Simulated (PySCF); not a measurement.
C5H6F2O.
InChI=1S/C5H6F2O/c6-5(7)4-2-1-3-8-4/h1-2,4-5H,3H2/t4-/m1/s1

Torsions of this conformer, `[F:1][CH:2]([F:3])[C@H:4]1[CH:5]=[CH:6][CH2:7][O:8]1`: F1–C2–C4–C5 -41°.

The closed-shell ground state was solved at several levels (PySCF, density fitting, gas phase, non-relativistic). Geometry: GFN2-xTB, one conformer, isolated molecule.

```tsv
level	basis functions	total energy (Eh)	HOMO (eV)	LUMO (eV)	gap (eV)	dipole (D)
PBE0/pcSseg-1	166	-468.4735	-7.27	-0.04	7.23	1.81
wB97X-D/def2-SVPD	217	-468.5491	-9.21	1.69	10.90	1.86
```

(1) Estimate the row for B3LYP/pcJ-1, a basis of 276 functions; the other rows only guide the guess.

(2) Over all these levels, which gives the widest orbital gap and which the narrowest?

(3) How far do the dipole and the HOMO energy spread over the levels?

## Answers

(1) Total energy -469.0258 Eh, HOMO -7.05 eV, LUMO -0.26 eV, gap 6.79 eV, dipole 1.82 D.

(2) wB97X-D/def2-SVPD (range-separated hybrid) has the widest, 10.90 eV, and B3LYP/pcJ-1 (global hybrid, 20 % exact exchange) the narrowest, 6.79 eV. Functional and basis both differ between the two, so the spread mixes both effects.

(3) The dipole runs from 1.81 to 1.86 D (mean 1.83 D) and the HOMO from -9.21 to -7.05 eV.

Note: wB97X-D ran without an empirical dispersion term, which enters the total energy and its gradient alone.
